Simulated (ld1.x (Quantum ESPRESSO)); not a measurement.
## Si (Z = 14): one change to an ultrasoft potential, before and after

- Element: silicon
- Generator: ld1.x (Quantum ESPRESSO) 7.5
- Type: ultrasoft
- Functional: PBE
- Relativity: non-relativistic
- Frozen core: [Ne]
- Valence charge: 4
- Reference configuration: 3s2 3p1 (charge +1)
- Partial waves: 3s (bound): rcut 1.40, rcutus 1.70 bohr; 3s channel at 1.25 Ry: rcut 1.40, rcutus 1.70 bohr; 3p (bound): rcut 2.10, rcutus 2.50 bohr; 3p channel at -0.25 Ry: rcut 2.10, rcutus 2.50 bohr
- Local potential: all-electron potential smoothed inside 2.10 bohr (lloc = -1)
- Core correction: none
- Augmentation charge: built from norm-conserving waves at rcut, not smoothed further

Change: augmentation PSQ, radius 1.50 bohr.

Cutoffs: the cutoffs (Ry, on a coarse ladder) from which the occupation-weighted sum of valence levels, in a spherical-Bessel basis at the reference potential, stays within 10 and 1 mRy of its value at 400 Ry; they do not see the model core or the augmentation charge, which bear on the density cutoff. Errors are all-electron minus pseudo energies relative to the spin-unpolarised reference configuration.

What does the change do?

The potential gets neither clearly harder nor softer (10 Ry and 15 Ry → 10 Ry and 15 Ry); of the 7 tests that both files solve, the error grows in 3 and shrinks in 4 by more than 15 % and 0.3 meV (median size 6.1 → 2.6 meV); neither file shows a bound ghost.

```csv
quantity,base,changed
"cutoff, loose",10 Ry,10 Ry
"cutoff, tight",15 Ry,15 Ry
bound ghosts,none,none
"error for 3s2 3p2, meV [ΔE -7.75 eV]",-1.0,-1.8
"error for 3s2 3p0, meV [ΔE 16.01 eV]",+1.1,-2.3
"error for 3s1 3p0, meV [ΔE 49.91 eV]",+63,+38
"error for 3s2 3p2.3, meV [ΔE -8.68 eV]",-1.6,-2.6
"error for 3s1 3p2, meV [ΔE 7.37 eV]",+7.5,+5.0
"error for 3s0 3p4, meV [ΔE 5.91 eV]",+26,+18
"error for 3s1 3p3, meV [ΔE -0.99 eV]",+6.1,+2.2
s: phases at 2.70 bohr within 0.05 rad from the reference energy up to (Ry; the scan ends near 5),to the end of the scan,to the end of the scan
p: phases at 2.70 bohr within 0.05 rad from the reference energy up to (Ry; the scan ends near 5),2.5,2.4
lowest overlap eigenvalue by channel,"s 0.35, p 0.85","s 0.47, p 0.85"
```
